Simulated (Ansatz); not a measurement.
`F[CH2][GaH][SnH3]`. The species carries charge 0 and has multiplicity 1. Sn takes the def2 core potential.

```xyz
10

F     0.011    0.905    2.059
C     0.937    1.334    1.112
Ga    0.714    0.377   -0.622
Sn   -1.182   -1.418   -0.793
H     0.813    2.416    0.982
H     1.941    1.175    1.523
H     1.694    0.755   -1.797
H    -1.266   -2.157   -2.334
H    -0.950   -2.665    0.352
H    -2.713   -0.724   -0.482
```

Question: What are the harmonic wavenumbers in cm⁻¹ at PBE0-D4/def2-TZVP (Ansatz, finite differences of forces, unscaled)? (An estimate is asked.)

Answer: The calculation gave: 35, 51, 79, 208, 254, 295, 372, 397, 534, 598, 636, 686, 733, 736, 1049, 1240, 1265, 1448, 1923, 1927, 1929, 1940, 3025, 3076.

Question: Is this a minimum?

Answer: Yes, all 24 modes are real.

Question: Give the ideal-gas thermochemistry at 298.15 K and 1 bar (rigid rotor, harmonic oscillator; point group Cs, symmetry number 1).

Answer: Zero-point energy 146.2 kJ/mol; H(298) − E = 170.4 kJ/mol; entropy 397.7 J/(mol·K), of which translation 176.4, rotation 121.3, vibration 100.0; G(298) − E = 51.8 kJ/mol. Modes under 100 cm⁻¹ are hindered rotations or soft bends, so the harmonic entropy is rough.

Question: And at 400, 500, 600, 800 and 1000 K?

Answer: 
```tsv
T (K)	H − E (kJ/mol)	S (J/mol/K)	G − E (kJ/mol)
400	183.5	435.4	9.4
500	198.0	467.6	-35.8
600	213.7	496.2	-84.0
800	248.2	545.7	-188.4
1000	285.6	587.4	-301.8
```

Question: Rotational constants (cm⁻¹)?

Answer: 0.1317, 0.03327, 0.02702.
